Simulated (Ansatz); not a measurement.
`BN[SiH2][SiH3]` + HCl → `BN[SiH2]Cl` + SiH₄ at 700 K and 1 bar (cleavage of the Si–Si bond).

Isolated molecules relaxed with PBE0-D4/def2-TZVP in Ansatz; ΔE leaves out vibrations. CCSD(T)/CBS adds triple-zeta CCSD(T) − MP2 to the extrapolated MP2 energy (def2 sets, frozen cores). This one scheme is used for every species. One conformer a species, not always the lowest.

| species | CCSD(T)/CBS energy (Eh) | H − E (kJ/mol) | S (J/(mol·K)) |
| --- | --- | --- | --- |
| `BN[SiH2][SiH3]` | -662.50812 | 298.6 | 489.1 |
| HCl | -460.38127 | 38.4 | 211.8 |
| `BN[SiH2]Cl` | -831.46864 | 218.7 | 424.7 |
| SiH₄ | -291.46306 | 115.5 | 252.9 |

H − E and S are ideal-gas, rigid-rotor, harmonic terms from PBE0-D4/def2-TZVP, for one conformer and one mirror image of each species. 1 Eh = 2625.50 kJ/mol, R = 8.31446 J/(mol·K).

Task: By hand: ΔE, ΔH, ΔS and ΔG.

Result: ΔE = (-831.46864) + (-291.46306) − (-662.50812) − (-460.38127) = -0.04231 Eh = -111.1 kJ/mol. Δ(H − E) = 218.7 + 115.5 − 298.6 − 38.4 = -2.8, so ΔH = -113.9 kJ/mol. ΔS = 424.7 + 252.9 − 489.1 − 211.8 = -23.3 J/(mol·K). ΔG = -113.9 − 700 × (-23.3)/1000 = -97.6 kJ/mol.

Task: By hand: the equilibrium constant, and the temperature at which ΔG would vanish if ΔH and ΔS stayed fixed.

Result: log₁₀ K = −ΔG/(RT ln 10) = 7.3. ΔG = 0 at ΔH/ΔS = 4888 K, far beyond where these terms or the molecules hold.

ΔH outweighs TΔS. A doubt of 5 kJ/mol in ΔE shifts log₁₀ K by 0.4 here. Other conformers and mirror images would add mixing entropy, several J/(mol·K) or more a flexible species. Modes under 60 cm⁻¹, often nearly free rotors, make the harmonic entropy too high. These are equilibria of isolated gas molecules and say nothing of rates. Largest T1 diagnostic: 0.013 (customary marks: 0.02 for closed shells, 0.045 for open ones).
